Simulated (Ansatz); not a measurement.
Consider the redistribution: `[CH3][SnH]([OH])[F]` + `BrC1=N[SiH2]1` → `[CH3][SnH]([OH])[Br]` + `FC1=N[SiH2]1`.

Computed with Ansatz on PBE0-D4/def2-TZVP structures; ΔE is electronic, products minus reactants. CCSD(T)/CBS is the MP2 limit (def2-TZVPP, def2-QZVPP) plus CCSD(T) − MP2 in def2-TZVPP, frozen cores. Functionals use def2-TZVPP. Elements past krypton have def2 core potentials. For Br, Sn outer-core shells are correlated without core-valence functions, which leaves a few kJ/mol of doubt a bond. Scalar relativity is left out up to krypton. One conformer a species, not always the lowest.

```json
{"level": "PBE-D4", "ΔE (kJ/mol)": "-27.3"}
{"level": "B97M-V", "ΔE (kJ/mol)": "-28.1"}
{"level": "r2SCANh", "ΔE (kJ/mol)": "-33.9"}
{"level": "CAM-B3LYP", "ΔE (kJ/mol)": "-33.2"}
{"level": "HF/def2-SVP", "ΔE (kJ/mol)": "-67.5"}
{"level": "MP2/def2-TZVPP", "ΔE (kJ/mol)": "-23.1"}
{"level": "CCSD(T)/def2-TZVPP", "ΔE (kJ/mol)": "-28.0"}
{"level": "SCS-MP2/def2-QZVPP", "ΔE (kJ/mol)": "-22.3"}
```

Task: What does CCSD(T)/CBS give? (An estimate is asked.)

Result: Ansatz gave: -28.0 kJ/mol. The listed levels differ from it by 0.7, -0.1, -5.9, -5.2, -39.5, 4.9, 0.0, 5.7 kJ/mol.

Largest T1 diagnostic among the species: 0.016.

At CCSD(T), def2-SVP lies −18.9 kJ/mol from the extrapolated value and def2-TZVPP −0.1 kJ/mol. From PBE to PBE0 (25 % exact exchange), in def2-TZVPP and without D4, ΔE moves by −10.1 kJ/mol. Leaving LDA and LC-ωPBE aside and taking each functional with its dispersion term where it has one, the values, not all of them listed here, spread over 22.0 kJ/mol, from BHLYP-D4 to BLYP-D4. LDA lies −11.3 kJ/mol from PBE without D4.
